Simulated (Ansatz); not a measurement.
Species: IrO3, charge 0, multiplicity 4. The spin state was set by rule; other spins were not relaxed. SMILES: [O]=[Ir](=[O])=[O]
Geometry: optimised at B3LYP-D3(BJ)/def2-TZVP (Ansatz, a first-principles code).

Quantity: atomisation energy (electronic, to ground-state atoms), in kJ/mol. Correlated levels leave the core frozen unless marked. Open shells are spin-unrestricted. Spin-orbit coupling is left out. The frozen core is the preceding noble-gas configuration, with the filled d and f shells of earlier blocks. Past Kr the def2 sets carry scalar-relativistic core potentials. The coupled-cluster limit lacks core correlation, which all-electron functionals hold. Basis-set limits of correlation are two-point, X^-3; Hartree-Fock from the larger set. [CCSD(T)-MP2]/basis is that difference in the basis named.

The T1 diagnostic of CCSD in the largest basis is 0.112, which is high, so the coupled-cluster rows are less sure than usual.

| level | program | atomisation energy (kJ/mol) |
|---|---|---|
| PBE/def2-TZVPD | Ansatz | [?] |
| revPBE-D3(BJ)/def2-TZVPD | Ansatz + dftd3 | 1447.6 |
| B3LYP-D4/def2-TZVPD | Ansatz + dftd4 | [?] |
| LC-wPBE/def2-TZVPD | Ansatz | 1254.7 |
| B2PLYP-D3(BJ)/def2-TZVPD | Ansatz + dftd3 | [?] |
| RI-MP2/CBS(def2-TZVPP,def2-QZVPP)+[CCSD(T)-MP2]/def2-TZVPP | Ansatz | 1276.4 |

Task: Complete the blanks.

Result: 
- PBE/def2-TZVPD, atomisation energy (kJ/mol): 1533.8
- B3LYP-D4/def2-TZVPD, atomisation energy (kJ/mol): 1292.5
- B2PLYP-D3(BJ)/def2-TZVPD, atomisation energy (kJ/mol): 1312.4
